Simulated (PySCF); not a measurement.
Broadened absorption spectrum of C7H12BN

C₇H₁₂BN.
SMILES with atom numbers: `[BH3-:1][n+:2]1[cH:3][cH:4][cH:5][c:6]([CH2:7][CH3:8])[cH:9]1` (hydrogens: H10, H11, H12 on B1; H13 on C3; H14 on C4; H15 on C5; H16, H17 on C7; H18, H19, H20 on C8; H21 on C9)

Method used: TDDFT PBE0/def2-SVPD, vertical, gas phase, core orbitals frozen in the response in PySCF. Geometry: PBE0-D3(BJ)/def2-SVP, one conformer, isolated molecule. Torsions of this conformer, `[BH3-:1][n+:2]1[cH:3][cH:4][cH:5][c:6]([CH2:7][CH3:8])[cH:9]1`: C5–C6–C7–C8 89°.

Computed states:

| state | E (eV) | f |
| --- | --- | --- |
| S1 | 4.49 | 0.144 |
| S2 | 4.59 | 0.0004 |
| S3 | 4.83 | 0.0017 |
| S4 | 5.33 | 0.0046 |
| S5 | 5.60 | 0.112 |
| S6 | 6.23 | 0.0093 |
| S7 | 6.32 | 0.121 |
| S8 | 6.72 | 0.015 |
| S9 | 6.91 | 0.0008 |
| S10 | 7.12 | 0.041 |

Each state is given a Gaussian of 0.3 eV full width at half maximum, with ε(max) = 2.175×10⁸ f / Δν̃ (Δν̃ the width in cm⁻¹). The width is an assumption, not a result. The curve ends short of the highest state used, and states not computed would add to its high-energy end.

(1) Give the broadened spectrum and its maxima.

(2) On this curve, what absorbance would a 10⁻⁵ mol/L sample give at 280 nm over a 1 cm path?

(3) Does any computed singlet lie in the visible range?

(4) Coming from long wavelengths, where does ε first pass 100 L mol⁻¹ cm⁻¹?

Results:

(1) 
λ (nm), ε (L mol⁻¹ cm⁻¹) and a bar:
```
    190.3       3894 #########
    194.3      10246 ########################
    198.3      10202 ########################
    202.3       4038 #########
    206.3        782 ##
    210.3        808 ##
    214.3       3679 #########
    218.4       8570 ####################
    222.4       9832 #######################
    226.4       6246 ###############
    230.4       2528 ######
    234.4        859 ##
    238.4        315 #
    242.4        119 
    246.4         74 
    250.4        125 
    254.5        309 #
    258.5        930 ##
    262.5       2687 ######
    266.5       6058 ##############
    270.5      10155 ########################
    274.5      12761 ##############################
    278.5      12265 #############################
    282.5       9211 ######################
    286.5       5516 #############
    290.6       2629 ######
    294.6       1053 ##
    298.6        354 #
    302.6        102 
    306.6         25
```

Maxima: 276 nm (4.49 eV), ε about 13000, made up of S1 (100%); 221 nm (5.60 eV), ε about 10000, made up of S5 (100%); 196 nm (6.32 eV), ε about 12000, made up of S7 (94%) (ε in L mol⁻¹ cm⁻¹; maxima over ε = 5, shares over 10%).

(2) 280 nm is 4.428 eV, where ε is about 11000 L mol⁻¹ cm⁻¹, so A = ε c l ≈ 0.11 (Beer–Lambert, with the gas-phase spectrum and the assumed width).

(3) No computed singlet lies in the visible range (380 to 750 nm); the lowest, at 276 nm, stands 1.23 eV above its violet end (3.26 eV).

(4) At about 303 nm (4.10 eV), 0.40 eV below S1.

All these states lie below the vertical ionisation energy of 9.19 eV (ΔSCF).
